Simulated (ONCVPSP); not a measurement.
# Scattering properties, ONCV potential for selenium (Se)

| Property | Result |
| --- | --- |
| Element | selenium (Se) |
| Generator | ONCVPSP 4.0.1 |
| Type | optimised norm-conserving Vanderbilt (ONCV) |
| Functional | revPBE |
| Relativity | fully relativistic |
| Frozen core | [Ar] 3d10 |
| Valence charge | 6 |
| Reference configuration | 4s2 4p4 |
| Partial waves | 4s: rc 1.60 bohr, ncon 4, nbas 9, qcut 4.4 1/bohr, 1 projector; 4p: rc 1.90 bohr, ncon 4, nbas 8, qcut 4.4 1/bohr, 1 projector; d scattering state at 0.32 Ha: rc 1.80 bohr, ncon 4, nbas 8, qcut 5.4 1/bohr, 1 projector |
| Local potential | polynomial inside 1.30 bohr (lpopt 5, dvloc0 3 Ha) |
| Core correction | Teter function, fcfact 4, rcfact 1.6 |

Open shells are filled in proportion to 2j + 1.

The phase is arctan(r·R′/R) of the radial function R(r), unwrapped; energies in Ha, scanned from -2 to 5 Ha. A pole is an energy at which the radial function vanishes at the test radius. The pseudo phase is shifted by a multiple of π to meet the all-electron one at the reference energy, and phase errors are pseudo minus all-electron; the curves can meet again beyond the range given. Levels narrower than the energy grid can be missing from the lists of poles.

For each channel, where are the poles, and over which energies does the pseudopotential scatter like the atom?

```tsv
channel	radius (bohr)	reference energy (Ha)	poles, all-electron	poles, pseudo	unbroken range about the reference energy with phases within 0.05 rad	phase error 1 Ha above the reference energy (rad)
s	1.62	-0.63	2.02	1.22, 3.30	below 1.0	-0.016
p3/2	1.93	-0.23	1.48	1.32, 4.99	below 1.7	-0.011
p1/2	1.93	-0.25	1.40	1.26	below 1.7	-0.010
d5/2	1.83	0.32	-1.90, 3.32	2.70	-1.2 to 1.7	-0.043
d3/2	1.83	0.32	-1.93, 3.30	2.71	-1.3 to 1.8	-0.040
```

Phases in the d3/2 channel:

```
E (Ha)  all-electron  pseudo
 -1.98        -1.243  -1.916
 -1.62        -1.869  -1.955
 -1.26        -1.961  -2.009
 -0.90        -2.052  -2.084
 -0.54        -2.179  -2.202
 -0.18        -2.388  -2.401
  0.18        -2.769  -2.770
  0.54        -3.369  -3.375
  0.90        -3.912  -3.938
  1.26        -4.224  -4.263
  1.62        -4.399  -4.445
  1.98        -4.507  -4.560
  2.34        -4.582  -4.643
  2.70        -4.638  -4.711
  3.06        -4.684  -4.775
  3.42        -4.726  -4.844
  3.78        -4.765  -4.932
  4.14        -4.806  -5.067
  4.50        -4.854  -5.333
  4.86        -4.914  -5.992
```
